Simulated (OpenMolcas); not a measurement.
**Fe IV: effect of correlating more closed shells**

```json
{"Program": "OpenMolcas", "Basis": "ANO-RCC-VTZP [6s5p3d2f1g]", "Scalar Hamiltonian": "DKH2, point nucleus", "Active space": "5 electrons in 5 orbitals (3d)", "State averaging": "2S+1 = 6 even, 1 root; 2S+1 = 4 even, 24 roots; 2S+1 = 2 even, 75 roots", "Spin-orbit coupling": "RASSI with atomic mean-field integrals over the reference wave functions, term energies averaged over their components"}
```

Methods on the same reference wave functions:
A. CASSCF
B. MS-CASPT2, IPEA 0.25 Eh, imaginary shift 0.1 Eh (closed shells correlated: none)
C. MS-CASPT2, IPEA 0.25 Eh, imaginary shift 0.1 Eh (closed shells correlated: 3s 3p)
D. MS-CASPT2, IPEA 0.25 Eh, imaginary shift 0.1 Eh (closed shells correlated: 2s 2p 3s 3p)

Energies in eV above 3d5 6S 5/2, the measured ground level; measured values from Corliss and Sugar, J. Phys. Chem. Ref. Data 11, 135 (1982).

```
               Level       A       B       C       D  Measured
          3d5 6S 5/2  0.0000  0.0000  0.0000  0.0000    0.0000
          3d5 4G 5/2  4.6101   4.359   4.133   4.136          
          3d5 4G 7/2  4.6132   4.363   4.136   4.139          
         3d5 4G 11/2  4.6140   4.364   4.137   4.141    3.9979
          3d5 4G 9/2  4.6150   4.365   4.138   4.142          
          3d5 4P 5/2  5.3022   4.772   4.569   4.563    4.3709
          3d5 4P 3/2  5.3110   4.780   4.579   4.573    4.3808
          3d5 4P 1/2  5.3215   4.789   4.590   4.584    4.3899
          3d5 4D 7/2  5.7313   5.279   4.963   4.959    4.8080
          3d5 4D 1/2  5.7413   5.289   4.973   4.969    4.8226
          3d5 4D 3/2  5.7494   5.295   4.982   4.978          
          3d5 4D 5/2  5.7514   5.296   4.984   4.980          
         3d5 2I 11/2  6.5632   6.339   6.049   6.060          
         3d5 2I 13/2  6.5707   6.348   6.059   6.069          
3d5 2D 5/2(1) [69 %]  7.3705   6.754   6.418   6.413    6.1424
       3d5 2D 3/2(1)  7.4463   6.825   6.481   6.475    6.2056
       3d5 2F 7/2(1)  7.5936   6.983   6.678   6.674    6.3721
          3d5 4F 9/2  7.7172   7.054   6.781   6.777    6.5241
          3d5 4F 7/2  7.7240   7.060   6.788   6.783    6.5334
          3d5 4F 3/2  7.7460   7.084   6.808   6.804          
          3d5 2H 9/2  8.0511   7.541   7.248   7.250    6.9503
         3d5 2H 11/2  8.0805   7.573   7.300   7.303    6.9888
       3d5 2G 7/2(1)  8.3222   7.801   7.381   7.380    7.1177
       3d5 2G 9/2(1)  8.3473   7.826   7.426   7.426    7.1565
```

Deviations, from unrounded energies. A percentage is the sum of absolute deviations over the sum of measured energies, with the sign that they share, or ± where signs differ.

```csv
Against measurement,Levels,A,B,C,D
mean absolute deviation (cm-1),15,8600,4300,1900,1900
other terms of the ground configuration (%),15,+18.3,+9.1,+4.1,+4.0
```

C, D lie about equally close to measurement and A furthest from it. The largest miss of D in the table is 3d5 2H 11/2, by +2500 cm-1. The ranking rests on the paired levels alone, and a cruder setting can come out closer through cancelling errors.

Among B to D the level of the table that moves most is 3d5 2G 7/2(1), by 3400 cm-1 (lowest in D, highest in B). Moves below CASPT2's spread within the term are not significant.

The two smallest mean deviations differ by little beside CASPT2's spread within terms, so their order carries little weight.

From A to B the spin-free energies of the other terms of 3d5 shown, above 6S, scale by factors of 0.90 to 0.97, as is usual when dynamic correlation screens the repulsion within a d or f shell.

The lowest spin-free term lies below A's lowest term by 0.073 hartree in B, 0.373 hartree in C, 0.406 hartree in D.

What an inner shell adds also hangs on whether the basis holds functions to correlate it.

CASPT2 does not keep the components of a term degenerate, so their means are used; among the terms shown or strongly mixed into the levels shown the widest spread is 570 cm-1 (3d5 4F, D). Without dynamic correlation excited terms often stand tens of per cent too high (terms of higher spin than the ground term too low), and those without a measured partner can miss by more than the paired ones (holds for A). Some levels mix across a computed gap that differs much from the measured one, so their mixing is not that of the real levels (holds for A; B). Blocks of more than 70 roots (2S+1 = 2 even) ran without multistate coupling (holds for B; C; D). Computed and measured levels are paired by configuration, term and J; levels that our copy of the source lacks, or whose pairing is in doubt (as where it misses far off the trend of its configuration), stay unpaired and out of the deviations. Levels of configurations outside the active space are missing. The table leaves out levels that lie high or whose names do not pair safely across all columns.

A share in square brackets marks a mixed level and gives the weight of the term that names it, the lowest over the columns. A number in round brackets counts repeated terms of one configuration in the order of the reference energies.
